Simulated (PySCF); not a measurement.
A GIAO shielding run with PySCF 2.14 (density fitting, non-relativistic, gas phase) on `C(#CC1=C(F)C=C[SiH2]1)CS`, C7H7FSSi:

```
$ OMP_NUM_THREADS=1 python probes_run.py task.json out

{"job": {"kind": "nmr", "xc": "PBE0", "basis": "pcSseg-1"}, "charge": 0, "multiplicity": 1}
F     -1.174695    -1.742118    -1.551530
C     -1.505568    -0.756089    -0.691875
C     -0.614810    -0.118211     0.095601
C      0.752340    -0.373857     0.144869
C      1.932238    -0.620874     0.214171
C      3.351042    -0.811160     0.307594
S      4.228772     0.780331     0.650847
Si    -1.580112     1.165025     1.115960
C     -3.168719     0.614850     0.260824
C     -2.895680    -0.365356    -0.611320
H      3.766138    -1.228860    -0.611465
H      3.604391    -1.454952     1.151827
H      3.798732     1.407620    -0.442071
H     -1.540551     0.862501     2.544688
H     -1.175648     2.531091     0.790511
H     -4.167274     0.990026     0.405244
H     -3.617595    -0.867937    -1.237553
```

Hardware: 1 thread of an Arm Neoverse N1, shared host. The job also computes population analyses, field gradients, ring-centre shieldings.

(1) How large is the calculation?

(2) How long does it take, and how much memory does it need?

Results:

(1) 88 electrons, 219 basis functions and 1178 auxiliary functions.

(2) 110 s of wall time, with 14 SCF cycles and 5 response iterations; peak memory 1 GiB. Times on a shared host scatter by some tens of per cent.
